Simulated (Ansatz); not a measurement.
One geometry of Cr(NH2)2 (CrN₂H₄), several levels of theory.

```yaml
crystal:
  periodic: [false, false, false]
  atoms:
    - {symbol: Cr, position_ang: [0.262135, -0.299074, -0.002938]}
    - {symbol: N, position_ang: [0.051511, -0.073476, 1.842892]}
    - {symbol: H, position_ang: [0.518934, 0.622938, 2.409478]}
    - {symbol: H, position_ang: [-0.697311, -0.462568, 2.401616]}
    - {symbol: N, position_ang: [0.046818, -0.038411, -1.843489]}
    - {symbol: H, position_ang: [0.528028, 0.655453, -2.401370]}
    - {symbol: H, position_ang: [-0.710125, -0.404872, -2.406200]}
basis:
  gaussian: {orbitals: def2-TZVP, initial_orbitals: start.molden}
magnetization: {spin_polarized: true, initial_magnetization: 4}
hamiltonian: {xc: {name: LC-wPBE, parameters: {omega: 0.2/bohr}}}
scf: {omitted_lower_state_checks: [starts]}
output: {orbitals: {seedname: orbitals}}
```

The file start.molden holds the orbitals of an earlier run on this structure, at another level or in another basis.

```sh
$ ansatz run in.yaml --threads 2 --pin off --events-out ev --progress --plain --max-ram 4352MiB
```

Output, abridged:

```
Functional definition: LC-wPBE
915 factors; their error is unknown
171 factors; integrals over basis functions are off by at most 6.3e-6 eV
mean field evaluation 1: about -31460.8055 eV, gradient 6.1e0 eV
mean field evaluation 2: about -31460.9147 eV, gradient 1.7e-1 eV
mean field evaluation 4: about -31460.8920 eV, gradient 1.8e-3 eV
mean field -31460.89196133 eV, -1156.1664546205 hartree, gradient 5.7e-5 eV, S^2 6.070608; 0 other end points of the search recorded, 0 dependent functions left out
reference -31460.89196138 eV, -1156.1664546222 hartree; 23, 19 occupied and 108, 112 virtual orbitals, 915 factors
Total energy: -31460.89196138 eV, -1156.1664546222 hartree
Checks for a lower state left out: starts
```

Hardware: 2 threads of Intel Xeon Platinum 8375C on a shared host. Wall time 3 s.

The first input with `gaussian: {orbitals: def2-TZVPP, initial_orbitals: start.molden}`, `correlation: {method: ccsd_t}`, `scf: {omitted_lower_state_checks: [starts, cluster_reference]}` and without the key `hamiltonian` (abridged; 6.7 min):

```
Functional definition: HF
mean field -31419.05758333 eV, -1154.6290695853 hartree, gradient 3.3e-6 eV, S^2 6.043868
7 core orbitals not correlated: weight in the atoms' cores, before any rotation towards them, 1.000 or more for the frozen orbitals, at most 0.000 for the correlated occupied ones
second order -23.93056084 eV of doubles, -0.00000000 eV of singles
cycle   1  -23.79821575 eV  change    1.3e-1 eV  update   1.3e-1
cycle   2  -24.39562300 eV  change   -6.0e-1 eV  update   4.6e-2
cycle   3  -24.60020374 eV  change   -2.0e-1 eV  update   4.2e-2
cycle   4  -24.64499484 eV  change   -4.5e-2 eV  update   2.2e-2
cycle   5  -24.63593046 eV  change    9.1e-3 eV  update   1.2e-2
cycle   6  -24.64646429 eV  change   -1.1e-2 eV  update   4.0e-3
cycle   7  -24.64899542 eV  change   -2.5e-3 eV  update   1.7e-3
cycle   8  -24.64918672 eV  change   -1.9e-4 eV  update   8.3e-4
cycle   9  -24.64921742 eV  change   -3.1e-5 eV  update   4.2e-4
cycle  10  -24.64889321 eV  change    3.2e-4 eV  update   2.1e-4
cycle  11  -24.64904057 eV  change   -1.5e-4 eV  update   1.0e-4
cycle  12  -24.64913364 eV  change   -9.3e-5 eV  update   5.0e-5
cycle  13  -24.64912434 eV  change    9.3e-6 eV  update   2.2e-5
perturbative correction -0.97867866 eV, -0.0359657772 hartree
Total energy: -31444.68538633 eV, -1155.5708739742 hartree
Checks for a lower state left out: starts, cluster_reference
```

As the first input, with `gaussian: {orbitals: STO-3G, initial_orbitals: start.molden}`, `hamiltonian: {xc: hf}` (abridged; 0.3 s):

```
Functional definition: HF
mean field -31081.47643753 eV, -1142.2231912980 hartree, gradient 2.7e-5 eV, S^2 6.019343
Total energy: -31081.47643753 eV, -1142.2231912980 hartree
Checks for a lower state left out: starts
```

First input, but with `gaussian: {orbitals: def2-SVP, initial_orbitals: start.molden}`, `hamiltonian: {xc: pbe0, dispersion: d4}` (abridged; 2.1 s):

```
Functional definition: PBE0
mean field -31451.67960973 eV, -1155.8279069436 hartree, gradient 4.5e-5 eV, S^2 6.106939
Total energy: -31451.76497093 eV, -1155.8310439096 hartree
Checks for a lower state left out: starts
```

First input, but with `hamiltonian: {xc: {name: LC-wPBE, parameters: {omega: 0.3/bohr}}}` (abridged; 3.3 s):

```
Functional definition: LC-wPBE
mean field -31461.37379454 eV, -1156.1841616644 hartree, gradient 2.7e-5 eV, S^2 6.067048
Total energy: -31461.37379456 eV, -1156.1841616651 hartree
Checks for a lower state left out: starts
```

First input, but with `hamiltonian: {xc: pbe}`, `correlation: {method: rpa}` and without the key `output` (abridged; 4 s):

```
Functional definition: PBE
mean field -31459.02243921 eV, -1156.0977509495 hartree, gradient 2.9e-6 eV, S^2 6.080056
7 core orbitals not correlated: weight in the atoms' cores, before any rotation towards them, 1.000 or more for the frozen orbitals, at most 0.000 for the correlated occupied ones
Total energy: -31451.14128271 eV, -1155.8081237902 hartree
Checks for a lower state left out: starts
```

As the first input, with `hamiltonian: {xc: {name: B2PLYP}}`, `output: {forces: true}` (abridged; 20 s):

```
Functional definition: B2PLYP
mean field -31453.52294952 eV, -1155.8956484313 hartree, gradient 2.5e-6 eV, S^2 6.050159
7 core orbitals not correlated: weight in the atoms' cores, before any rotation towards them, 1.000 or more for the frozen orbitals, at most 0.000 for the correlated occupied ones
second order -26.78328970 eV of doubles, -0.00000000 eV of singles
Total energy: -31460.75460165 eV, -1156.1614067453 hartree
Atom 0 force     0.055112    -0.061650     0.000432 eV/Å
Atom 1 force    -0.022023     0.032009     0.038859 eV/Å
Atom 2 force     0.018995     0.010259     0.025022 eV/Å
Atom 3 force    -0.024051    -0.010610     0.025650 eV/Å
Atom 4 force    -0.015466     0.023902    -0.034729 eV/Å
Atom 5 force     0.011605     0.025098    -0.023217 eV/Å
Atom 6 force    -0.024172    -0.019009    -0.032016 eV/Å
Dipole moment:    -0.055899     0.063563     0.000094 e Å
Checks for a lower state left out: starts
```

Geometry: PBE0-D4/def2-TZVP.

Correlated methods freeze 7 core orbitals; core or outer-core shells of Cr are correlated, in sets that lack core-valence functions.
